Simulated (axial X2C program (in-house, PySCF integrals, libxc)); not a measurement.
## Worked dissociation energy of AgC: HF, two-component

All values were computed with an in-house all-electron X2C program for linear molecules (integrals from PySCF). Two-component (2c) means X2C with spin–orbit coupling and atomic mean-field two-electron Coulomb and Gaunt terms. Basis: Ag dyall-cv3z [12s12p8d5f3g], C dyall-v3z [7s6p2d1f] (cores contracted in-house); Gaussian nuclei, density fitting, unrestricted open shells. Masses: Ag 106.905 u, C 12.000 u.

Molecular state: Ω = 3/2 (⟨Sz⟩ = 1.50, ⟨Lz⟩ = 0.00 at HF).

* E(Ag) (2M_J = 1): -5310.666185 hartree
* E(C) (2M_J = 2): -37.707076 hartree
* E(AgC) at Re: -5348.405567 hartree
* ωe: 451.1 cm⁻¹
* ωexe: 3.36 cm⁻¹

Problem. Work out De and D0.

Solution. De = -5310.666185 + (-37.707076) − (-5348.405567) = 0.03231 hartree = 0.879 eV. The zero-point energy is ωe/2 − ωexe/4 = 225 cm⁻¹ = 0.028 eV, so D0 = 0.851 eV.

The state is a single determinant with fixed occupations, the lowest that a limited PBE0 search found. De is counted from the lowest determinant-based energies of the atoms at the same level, without counterpoise correction. PBE0 can misorder states that lie within some tenths of an eV, so this need not be the ground state of the molecule. The nearest other 2c determinant of the search, Ω = 1/2, lies 0.33 eV up at the distance of the search. With several unpaired electrons one determinant need not be a pure state. This is the top spin component of a Σ state; components of lower Ω are not single determinants and can lie lower.

Hartree–Fock lacks correlation and underbinds, often by eV.

Each atomic determinant is the lowest at this level and need not be a pure J level. Totals compare only within one Hamiltonian and basis.
